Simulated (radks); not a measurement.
Task: The phosphorus anion P3-, [Ar], held by a Watson sphere: a shell of charge +3 at radius R that stands for the Madelung well of a crystal (potential energy -3/R inside, -3/r outside, in hartree with lengths in bohr). Method: non-relativistic Kohn-Sham, LDA (Slater exchange, Perdew-Wang correlation), spin-polarised, spherical densities, point nucleus; computed with a radial shooting solver on a logarithmic mesh with Libxc functionals. Response by self-consistent Sternheimer equations with the Hartree and adiabatic LDA kernel. The sphere does not respond.

R (bohr)  e(2p) (eV)  e(3s) (eV)  e(3p) (eV)  <r> 3p (bohr)  sum of <r^2> (bohr^2)  X-ray form factor at sin(theta)/lambda = 0.3 1/angstrom  alpha (bohr^3)
2.08         -120.99     -16.356      -8.060          2.273                  47.38                                                    8.474           30.17
2.53         -120.76     -14.797      -7.104          2.458                  54.54                                                    8.444           41.46
2.68         -120.76     -14.335      -6.788          2.519                  57.01                                                    8.450           46.23
2.73         -120.76     -14.188      -6.684          2.539                  57.84                                                    8.453           47.95
3.89         -120.61     -11.652      -4.621          2.989                  78.17                                                    8.542           112.2
4.14         -120.53     -11.293      -4.277          3.082                  82.88                                                    8.552           134.2

Estimate the row for R = 2.1 bohr.

Result: e(2p) (eV) -120.97; e(3s) (eV) -16.282; e(3p) (eV) -8.019; <r> 3p (bohr) 2.281; sum of <r^2> (bohr^2) 47.69; X-ray form factor at sin(theta)/lambda = 0.3 1/angstrom 8.470; alpha (bohr^3) 30.58.
